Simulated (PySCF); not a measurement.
SMILES Cl[Si](C#C[Si](F)(F)F)(Cl)Cl (PBE0/def2-SVP optimised geometry):

```
10

Si    -2.472     0.227     0.000
F     -3.031    -0.518     1.293
F     -3.030    -0.520    -1.293
F     -3.034     1.719     0.000
C     -0.664     0.227     0.000
C      0.558     0.222     0.001
Si     2.383     0.212     0.004
Cl     3.048     1.164     1.678
Cl     3.034    -1.719    -0.002
Cl     3.055     1.178    -1.659
```

Calculation: PBE0/def2-TZVP in PySCF.

Task: What are the frontier orbital energies and the dipole moment?

Result: HOMO-2 -9.68 eV, HOMO-1 -9.47 eV, HOMO -9.47 eV, LUMO -2.06 eV, LUMO+1 -2.06 eV; dipole moment 1.19 D.

Meta-Löwdin charges at PBE0/def2-TZVP: Si1 1.69, F2 -0.48, F3 -0.48, F4 -0.48, C5 -0.30, C6 -0.24, Si7 0.99, Cl8 -0.24, Cl9 -0.24, Cl10 -0.24.
